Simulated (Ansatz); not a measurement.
Calculated with Ansatz (gas phase, PBE0-D4/def2-TZVP geometries, no zero-point term in ΔE). CBS: MP2 limit from def2 TZ/QZ plus the TZ coupled-cluster correction, frozen cores. DFT in def2-TZVPP. HSE06 is defined as in plane-wave codes. For Ge outer-core shells are correlated without core-valence functions, which leaves a few kJ/mol of doubt a bond. Scalar relativity is left out up to krypton. Each species was taken in one conformer, which may not be the lowest.

`[F][Ge][Cl]` + `CN(C)BN` → `C[N](C)[Ge][F]` + `NBCl`  (redistribution)

`[F][Ge][Cl]`:

```xyz
3

F    -0.172   -0.016   -1.450
Ge    0.117    0.854    0.038
Cl    0.055   -0.838    1.412
```

`CN(C)BN`:

Z-matrix (Å, degrees):
```
C
N 1 1.437
H 1 1.098 2 111.3
H 1 1.090 2 111.4 3 120.0
H 1 1.098 2 111.4 3 -119.8
C 2 1.439 1 113.2 3 59.2
B 2 1.411 1 124.8 3 -121.1
H 6 1.099 2 111.4 1 -59.8
H 6 1.089 2 109.9 1 -179.9
H 6 1.099 2 111.5 1 60.0
N 7 1.411 2 124.4 1 0.0
H 7 1.200 2 117.8 1 180.0
H 11 1.004 7 125.6 2 -0.2
H 11 1.003 7 121.0 2 179.9
```

`C[N](C)[Ge][F]`:

```xyz
11

C    -0.332    0.479    1.014
N     0.157    0.118   -0.293
C    -0.027   -1.272   -0.628
Ge    0.952    1.224   -1.502
F     0.870    2.696   -0.518
H    -1.408    0.279    1.098
H    -0.157    1.538    1.199
H     0.173   -0.104    1.795
H    -1.089   -1.550   -0.617
H     0.364   -1.480   -1.629
H     0.495   -1.928    0.080
```

`NBCl`:

Cartesian coordinates in Å:
```
N -0.175 0.166 -0.726
B 0.172 0.016 0.604
Cl 0.110 -1.585 1.351
H -0.153 1.059 -1.187
H -0.468 -0.601 -1.308
H 0.514 0.945 1.267
```

Is it downhill or uphill in electronic energy at CCSD(T)/CBS, and by how much? (Estimate.)

Computed: Uphill: ΔE = +0.44 eV.

What do these levels give: PBE-D4, HSE06-D4, ωB97M-V, revPBE, RPA@PBE/def2-TZVPP, HF/def2-SVP? (Estimate.)

Computed: PBE-D4 0.49, HSE06-D4 0.51, ωB97M-V 0.53, revPBE 0.50, RPA@PBE/def2-TZVPP 0.37, HF/def2-SVP 0.49 eV.

What do rigid-rotor, harmonic-oscillator terms from PBE0-D4/def2-TZVP frequencies (298.15 K, 1 bar) make of the CCSD(T)/CBS value? (Estimate.)

The calculation gave: ΔZPE = -0.01 eV, ΔH = +0.42 eV, ΔS = -15 J/(mol·K), ΔG = +0.47 eV.

Largest T1 diagnostic among the species: 0.015.

From BLYP to BHLYP (50 % exact exchange), in def2-TZVPP and without D4, ΔE moves by +0.04 eV. In def2-TZVPP, CCSD(T) changes the Hartree–Fock value by −0.20 eV (the triples alone add −0.03 eV) and MP2 by −0.24 eV. Leaving LDA and LC-ωPBE aside and taking each functional with its dispersion term where it has one, the values, not all of them listed here, spread over 0.10 eV, from PBE-QIDH to BHLYP-D4.
